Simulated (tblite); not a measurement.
Species: C₆H₁₂FN.
Numbering: `[H]/[N:3]=[C:2](\[CH3:1])[C:4]([CH3:5])([CH3:6])[CH2:7][F:8]` (hydrogens: H9, H10, H11 on C1; H12 on N3; H13, H14, H15 on C5; H16, H17, H18 on C6; H19, H20 on C7)

Computed with GFN2-xTB (tblite), gas phase: Langevin dynamics at 400 K from the optimised GFN2-xTB geometry, time step 0.5 fs, friction 0.01 fs⁻¹, 2000 steps.

Start geometry:
```
atom  x, y, z in Å
C1      1.952    0.826   -0.079
C2      0.905   -0.096   -0.643
N3      1.061   -0.833   -1.652
C4     -0.435   -0.136    0.066
C5     -0.278   -0.869    1.406
C6     -0.983    1.276    0.299
C7     -1.423   -0.918   -0.810
F8     -2.658   -0.985   -0.208
H9      1.693    1.857   -0.313
H10     2.924    0.607   -0.518
H11     2.021    0.730    1.001
H12     1.982   -0.781   -2.084
H13     0.325   -0.291    2.102
H14    -1.259   -1.024    1.849
H15     0.193   -1.838    1.254
H16    -1.017    1.831   -0.637
H17    -0.372    1.822    1.012
H18    -1.993    1.208    0.695
H19    -1.082   -1.944   -0.965
H20    -1.562   -0.428   -1.777
```

The statistics below take the 31 frames saved every 25 fs from 250 to 1000 fs; their kinetic temperature (all 3N coordinates) averages 406 K.

Q: Give the mean, spread and extremes of the bond lengths.

A: 
```tsv
bond	start (Å)	mean (Å)	standard deviation (Å)	shortest (Å)	longest (Å)
C1–C2	1.504	1.508	0.032	1.454	1.576
C2=N3	1.259	1.263	0.015	1.239	1.295
C2–C4	1.517	1.536	0.045	1.439	1.624
C4–C5	1.535	1.541	0.032	1.490	1.624
C4–C6	1.532	1.536	0.034	1.485	1.605
C4–C7	1.535	1.545	0.035	1.476	1.644
C7–F8	1.375	1.381	0.035	1.311	1.464
C1–H9	1.089	1.096	0.047	1.008	1.216
C1–H10	1.089	1.096	0.037	1.008	1.176
C1–H11	1.087	1.095	0.046	1.014	1.193
N3–H12	1.019	1.029	0.052	0.944	1.123
C5–H13	1.087	1.094	0.023	1.056	1.133
C5–H14	1.087	1.095	0.028	1.039	1.154
C5–H15	1.088	1.094	0.037	1.029	1.166
C6–H16	1.088	1.090	0.023	1.045	1.145
C6–H17	1.086	1.093	0.023	1.034	1.140
C6–H18	1.087	1.091	0.022	1.050	1.137
C7–H19	1.092	1.098	0.034	1.031	1.172
C7–H20	1.093	1.100	0.031	1.031	1.179
```

Q: Give the same statistics for bond angles, one of each kind among heavy atoms.

A: 
```tsv
angle	start (°)	mean (°)	standard deviation (°)	smallest (°)	largest (°)
C1–C2–N3	124.9	124.5	2.8	119.6	131.4
C1–C2–C4	117.1	117.8	2.3	111.7	121.4
N3–C2–C4	117.9	117.1	2.7	111.5	122.2
C2–C4–C5	109.3	109.3	5.5	100.0	122.5
C2–C4–C6	111.2	112.1	4.1	104.8	117.7
C2–C4–C7	108.4	107.1	3.4	101.1	115.8
C5–C4–C6	110.1	109.8	3.6	101.5	116.9
C5–C4–C7	108.7	108.9	5.1	98.5	119.7
C4–C7–F8	110.6	110.3	4.4	99.7	118.0
```

Q: How far does each atom move about its mean position (frames aligned on the start, all atoms weighted alike), and what rms force does it feel?

A: 
```
atom  rms displacement (Å)  rms force (eV/Å)
  C1                  0.24              2.61
  C2                  0.12              1.91
  N3                  0.38              2.23
  C4                  0.10              1.70
  C5                  0.18              2.09
  C6                  0.18              1.64
  C7                  0.13              1.95
  F8                  0.22              1.15
  H9                  0.65              1.58
 H10                  0.34              1.32
 H11                  0.63              1.58
 H12                  0.45              1.96
 H13                  0.34              0.86
 H14                  0.28              0.96
 H15                  0.35              1.23
 H16                  0.34              0.95
 H17                  0.30              0.90
 H18                  0.26              0.88
 H19                  0.26              1.16
 H20                  0.26              1.10
```

The displacements run from 0.10 to 0.65 Å, the largest at H9.

Q: How widely does the potential energy scatter, against a harmonic estimate?

A: Mean 0.93 eV above the start, standard deviation 0.175 eV, range 0.61 to 1.30 eV. For 54 classical harmonic modes at 400 K the canonical values are 54kT/2 = 0.93 eV and kT·√(54/2) = 0.179 eV.

The run is classical and short, so these are rough statistics of one trajectory.

What follows is the cost of the whole dynamics run. On Arm Neoverse V1, one thread (shared host), this took 13 s and 0.18 GiB of memory at its peak.
